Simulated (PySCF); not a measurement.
Computed shifts of a molecule C5H9N, PBE/pcSseg-1 run with PySCF, GIAO, gas phase, equivalent atoms averaged, in ppm (number of nuclei): ¹³C: 169.3 (1), 153.0 (1), 99.4 (1), 33.3 (1), 21.0 (1). ¹⁵N: 383.4 (1). ¹H: 7.31 (1), 4.63 (1), 4.31 (1), 2.28 (6). References: ¹³C against TMS (σ = 182.0 ppm); ¹⁵N against NH3 (σ = 267.0 ppm); ¹H against TMS (σ = 31.49 ppm), references at their B3LYP-D3(BJ)/def2-TZVP geometries, non-relativistic. The structure is a stationary point at B3LYP-D3(BJ)/def2-SVP. One conformer was computed; it need not be the lowest.

**Question.** Pick the molecule that these values belong to.
(A) C=CC1CNC1
(B) C=C(C)/C=N/C
(C) C=CN=C(C)C
(D) C=C=CCCN

**Answer.** C, C=CN=C(C)C
